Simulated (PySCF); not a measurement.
## Exercise with solution: chemical shift, span and skew from a shielding tensor

Ge(H)3(OMe) (CH6GeO), SMILES [O]([GeH3])C. Atoms are numbered in the order given.

```xyz
9

Ge     0.0479    -0.7211     0.0000
O     -0.6355     0.9234     0.0000
C      0.2413     2.0217     0.0000
H     -1.1599    -1.6601     0.0000
H      0.9151    -0.9042    -1.2606
H      0.9151    -0.9042     1.2606
H      0.8944     2.0396    -0.8954
H     -0.3551     2.9483     0.0000
H      0.8944     2.0396     0.8954
```
Charge 0, spin multiplicity 1.

The structure is a stationary point at ωB97X-D3(BJ)/def2-SVP.

GIAO shieldings from KT2/pcSseg-1 in PySCF, non-relativistic, no solvent. The symmetric part of the tensor of C3 has the principal values 93.8, 94.5, 182.7 ppm. The same nucleus in TMS has σ = 185.1 ppm at this level (PySCF, at its B3LYP-D3(BJ)/def2-TZVP geometry).

### Question
Work out the isotropic shielding, the ¹³C shift against TMS, the span and the skew.

### Answer

σ(iso) = (σ11 + σ22 + σ33)/3 = 123.7 ppm. δ = σ(ref) − σ(iso) = 185.1 − (123.7) = 61.4 ppm.
Span Ω = σ33 − σ11 = 88.9 ppm. Skew κ = 3(σ(iso) − σ22)/Ω = 0.98, an axial tensor. Tumbling in solution averages the tensor to δ; in a static solid the shielding alone would spread this spin-1/2 line over Ω.
